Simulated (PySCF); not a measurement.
A side-by-side comparison of computed properties.

First species: C6H15NSi.
Geometry (PBE0-D3(BJ)/def2-SVP, Å), atoms numbered from 1 in this order:
```xyz
23
C6H15NSi angstrom
C     -2.2960   -0.3577    0.8148
C     -1.3761    0.0914   -0.3171
C     -1.9602   -0.3131   -1.6663
C      0.0552   -0.4338   -0.1388
C      0.6626   -0.0744    1.2275
N      2.0899   -0.3091    1.1512
Si     2.7340   -0.2058   -0.4539
C      1.0325    0.0428   -1.2318
H     -3.3245   -0.0020    0.6481
H     -1.9722    0.0244    1.7940
H     -2.3319   -1.4587    0.8774
H     -1.3174    1.1970   -0.2901
H     -1.3666    0.0748   -2.5068
H     -1.9994   -1.4114   -1.7626
H     -2.9872    0.0673   -1.7808
H      0.0165   -1.5395   -0.1882
H      0.4123    0.9824    1.4687
H      0.2067   -0.6930    2.0192
H      2.6023   -0.2923    2.0219
H      3.6687    0.9428   -0.7026
H      3.4609   -1.4421   -0.8931
H      0.8859    1.1189   -1.4351
H      0.8905   -0.4911   -2.1823
```

Second species: C6H15NSi.
SMILES: `CCC[C@H]1CN[SiH2]C1`

Levels: PBE0/def2-SVPD for HOMO energy, LUMO energy, HOMO–LUMO gap and static isotropic polarisability; TDDFT PBE0/def2-SVPD for lowest singlet excitation; TDA PBE0/def2-SVPD for lowest triplet excitation (Tamm–Dancoff); ΔSCF PBE0/def2-SVPD for vertical ionisation energy. Geometries: PBE0-D3(BJ)/def2-SVP. Each species is one conformer at its optimised geometry, gas phase, non-relativistic unless stated; the electronic structure was computed with PySCF and density fitting.

Values for the first species:

| Property | Result |
| --- | --- |
| HOMO energy | -6.50 eV |
| LUMO energy | 0.61 eV |
| HOMO–LUMO gap | 7.11 eV |
| Lowest singlet excitation | 5.72 eV |
| Lowest triplet excitation (Tamm–Dancoff) | 5.43 eV |
| Static isotropic polarisability | 105.4 au |
| Vertical ionisation energy | 8.42 eV |

Q: Estimate the same properties for the second species, and the change in each.

A: 
```tsv
property	first	second	second less first
HOMO energy	-6.50 eV	-6.50 eV	0.00 eV
LUMO energy	0.61 eV	0.62 eV	+0.01 eV
HOMO–LUMO gap	7.11 eV	7.12 eV	+0.01 eV
lowest singlet excitation	5.72 eV	5.74 eV	+0.02 eV
lowest triplet excitation (Tamm–Dancoff)	5.43 eV	5.44 eV	+0.01 eV
static isotropic polarisability	105.4 au	106.2 au	+0.8 au
vertical ionisation energy	8.42 eV	8.43 eV	+0.01 eV
```

On the first: No computed singlet falls in the visible range (750 to 380 nm, 1.65 to 3.26 eV); S1 lies 2.46 eV above its blue end. S1 lies 1.39 eV below the HOMO–LUMO gap.

On the second: S1 lies 1.38 eV below the HOMO–LUMO gap; its leading configuration is HOMO→LUMO, weight 0.77. In wavenumbers S1 is 46300 cm⁻¹ (1 eV = 8065.54 cm⁻¹).
